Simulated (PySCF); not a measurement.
**Bond length, frequency and bond energy of KCa by level of theory**

State: ²Σ⁺ (doublet), unpaired electrons σ ↑. Set-up: PySCF, spin-free X2C with a Gaussian nucleus, basis sets K x2c-SVPall, Ca x2c-SVPall. De refers to K + Ca in their ground configurations, without counterpoise correction. The functionals are run spin-unrestricted. A positive dipole means K(−)Ca(+). Levels whose curve was spin-contaminated or gave no clean fit are not listed.

| Level | Re (Å) | ωe (cm⁻¹) | De (eV) | μ (D) |
| --- | --- | --- | --- | --- |
| ROHF-MP2 | 4.531 | 53.7 | 0.099 | n/a |
| ROHF-SCS-MP2 | 4.581 | 50.5 | 0.083 | n/a |
| ROHF-CCSD | 4.439 | 60.0 | 0.121 | n/a |
| ROHF-CCSD(T) | 4.395 | 63.6 | 0.140 | n/a |
| PBE | 4.217 | 77.8 | 0.259 | -1.53 |
| PW91 | 4.194 | 79.6 | 0.279 | -1.52 |
| BLYP | 4.315 | 65.5 | 0.135 | -0.86 |
| r²SCAN | 4.277 | 77.1 | 0.274 | -2.34 |
| PBE0 | 4.257 | 75.5 | 0.225 | -1.80 |
| r²SCAN0 | 4.280 | 75.4 | 0.252 | -2.31 |
| ωB97X | 4.198 | 78.4 | 0.165 | -3.08 |

(1) Which functional lies closest to ROHF-CCSD(T) in De, which farthest, and by how much do they differ from it?

(2) What does the step from GGA to meta-GGA do here, going from PBE to r²SCAN?

(3) What does the triples do here, going from ROHF-CCSD to ROHF-CCSD(T)?

Correlated steps freeze 10 core orbitals. The bond is weak. Basis-set superposition, not corrected here, can be much of De in a small basis, most of all at correlated wavefunction levels. Functionals without a dispersion term scatter widely for such bonds, and LDA overbinds them. The state was picked by a PBE0 search and need not be the measured ground state.

The whole job (state search and all levels along the bond) took about 3.7 min on 1 thread of Arm Neoverse N1 (shared host), peak memory 0.59 GiB.

## Answers

(1) Closest is BLYP (-8.0 pm in Re, +3.0 % in ωe, -0.01 eV in De against ROHF-CCSD(T) in the same basis), farthest PW91 (-20.1 pm in Re, +25.2 % in ωe, +0.14 eV in De). CCSD(T) converges more slowly with the basis than the functionals do and binds too weakly in this one, so the order can change at the basis-set limit.

(2) r²SCAN less PBE: +6.0 pm in Re, -0.9 % in ωe, +0.02 eV in De. 

(3) ROHF-CCSD(T) less ROHF-CCSD: -4.4 pm in Re, +6.0 % in ωe, +0.02 eV in De. Correlation nearly always deepens the well. The bond shortens, as in weak, metallic or heavy-atom bonds, where dispersion and the correlation of outer-core electrons pull the atoms together.
